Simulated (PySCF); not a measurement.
C2H8O2Si, SMILES C[Si@H](O)CO.

Geometry: B3LYP-D3(BJ)/def2-SVP. The structure was generated by enumeration; whether it is a known compound was not checked. One conformer was computed; it need not be the lowest.

Two levels are set side by side: TDA-PBE/def2-SVPD (PySCF) and TDA-CAM-B3LYP/def2-SVPD (PySCF). Vertical, same geometry. The lowest singlet is HOMO→LUMO 99 % with PBE and HOMO→LUMO 64 %, HOMO→LUMO+1 13 %, HOMO→LUMO+2 13 % with the other functional; states are paired by order. Differences are taken from unrounded values.

```
quantity                              TDA-CAM-B3LYP  TDA-PBE  TDA-PBE minus TDA-CAM-B3LYP
------------------------------------  -------------  -------  ---------------------------
lowest singlet excitation (eV)                 6.65     5.19                        -1.46
lowest triplet excitation (TDA) (eV)           6.32     5.03                        -1.29
```

A lower first singlet is the usual sign of a functional without exact exchange. Differences between two approximate levels are no errors against the true value.

Rough cost on one machine, each run with all the roots and properties that it gave: TDA-CAM-B3LYP against TDA-PBE about 4 times.
